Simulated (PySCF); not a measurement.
System (SMILES): [SiH2]=C (CH2-SiH2).
Geometry (B3LYP-D3(BJ)/def2-TZVP, fixed):
```xyz
6

C     -1.1498    -0.0548    -0.0450
Si     0.5479     0.0261     0.0215
H     -1.7685     0.8316    -0.0996
H     -1.6839    -0.9961    -0.0356
H      1.3979    -1.1745     0.0958
H      1.2833     1.3023     0.0091
```

How fast the isotropic shielding of C1 converges with the basis for several methods (PySCF): deviation from each method's own reference, in ppm. References: HF 79.09 ppm, the value in pcseg-3; PBE 62.42 ppm, the value in pcseg-3; PBE0 66.13 ppm, the value in pcseg-3. All functions are spherical. No added dispersion term, no relativity. GIAO; atoms are numbered in the order shown.

```
basis        functions     HF         PBE   PBE0
-----------  ---------  -----  ----------  -----
6-31G               30  -6.63  (withheld)   9.42
pcseg-0             30   1.97  (withheld)  16.43
def2-SV(P)          40   7.90  (withheld)  12.92
def2-SVP            52   9.76  (withheld)  14.52
def2-SVPD           76  15.81  (withheld)  18.25
pcseg-2            120  -1.65  (withheld)   0.56
pcSseg-2           135   0.01  (withheld)  -2.20
aug-pcseg-2        188   0.57  (withheld)   1.44
```

Problem. What belongs in the gaps?

Solution. 
- 6-31G, PBE: 13.20
- pcseg-0, PBE: 20.11
- def2-SV(P), PBE: 14.38
- def2-SVP, PBE: 16.04
- def2-SVPD, PBE: 19.19
- pcseg-2, PBE: 1.28
- pcSseg-2, PBE: -3.12
- aug-pcseg-2, PBE: 1.71

Mean absolute deviation over pcseg-2, pcSseg-2, aug-pcseg-2: HF 0.74, PBE0 1.40, PBE 2.04 ppm.
